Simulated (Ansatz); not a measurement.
Geometry optimisation, RKS r2SCANh-D4/6-31G* (Ansatz 0.2.0).

input.yaml

```yaml
crystal:
  periodic: [false, false, false]
  atoms:
    - { symbol: Mg, position_ang: [-1.0999, -0.1036, -0.6808] }
    - { symbol: "N", position_ang: [1.0746, -0.4065, 0.4631] }
    - { symbol: C, position_ang: [1.5637, -1.6261, 1.0714] }
    - { symbol: C, position_ang: [-1.6391, 1.1752, -2.2419] }
    - { symbol: H, position_ang: [0.12, 0.1337, 1.2353] }
    - { symbol: O, position_ang: [-0.9916, 0.6404, 1.6163] }
    - { symbol: H, position_ang: [1.8264, 0.2765, 0.4061] }
    - { symbol: H, position_ang: [2.0353, -1.4412, 2.0492] }
    - { symbol: H, position_ang: [2.3046, -2.1334, 0.4376] }
    - { symbol: H, position_ang: [0.723, -2.3072, 1.2241] }
    - { symbol: H, position_ang: [-2.2534, 1.9713, -1.8314] }
    - { symbol: H, position_ang: [-0.713, 1.6001, -2.6195] }
    - { symbol: H, position_ang: [-2.1706, 0.6998, -3.0581] }
    - { symbol: H, position_ang: [-0.78, 1.521, 1.9286] }
basis:
  gaussian: { orbitals: "6-31G*" }
hamiltonian:
  xc: r2scanh
  dispersion: d4
relax:
  f_tol: 0.15
  max_steps: 25
  restrain:
    - { distance: [0, 5], at: 2.07, k: 30.0 }
    - { distance: [4, 1], at: 1.02, k: 30.0 }
    - { distance: [0, 1], at: 3.42, k: 30.0 }
    - { distance: [4, 5], at: 2.27, k: 30.0 }
```

Command:

```bash
$ ansatz run input.yaml --threads 2 --pin off --max-ram 3072MiB --backend cpu --events-out ev --progress --plain --runs-dir out
```

**Question.** Where does it end, and by what steps?

**Answer.** The forces met the threshold. The restraints hold the end off the free minimum. After 11 steps the energy has fallen by 0.963 eV (the restraints' own energy left out); Mg1 moved furthest, 1.12 Å. Parted: Mg1–N2. Joined: N2–H5.

```csv
step,energy less start (eV),largest force component (eV/Å),accepted
0,0.0000,2.407,yes
1,0.2907,5.537,yes
2,0.3620,4.569,yes
3,0.2731,3.372,yes
4,-0.3137,2.569,yes
5,-0.6561,2.172,yes
6,-0.7780,2.085,yes
7,-0.8690,1.964,yes
8,-0.9299,1.964,yes
9,-0.9506,1.976,yes
10,-0.9414,1.997,no
11,-0.9627,2.080,yes
```

```xyz
14
Properties=species:S:1:pos:R:3
Mg -1.468 0.917 -0.418
N 1.419 -0.438 0.781
C 1.808 -1.805 1.094
C -1.847 1.293 -2.425
H 0.716 -0.104 1.441
O -1.366 0.782 1.581
H 2.224 0.174 0.877
H 2.254 -1.949 2.092
H 2.522 -2.174 0.351
H 0.918 -2.437 1.036
H -2.480 2.180 -2.559
H -0.916 1.481 -2.973
H -2.350 0.462 -2.932
H -1.435 1.619 2.054
```

Whether the end is a true minimum wasn't checked by a vibrational analysis.

The run took 35 s on 2 threads of AMD EPYC 9R14 (Zen 4) (shared host), peak memory 0.27 GiB.
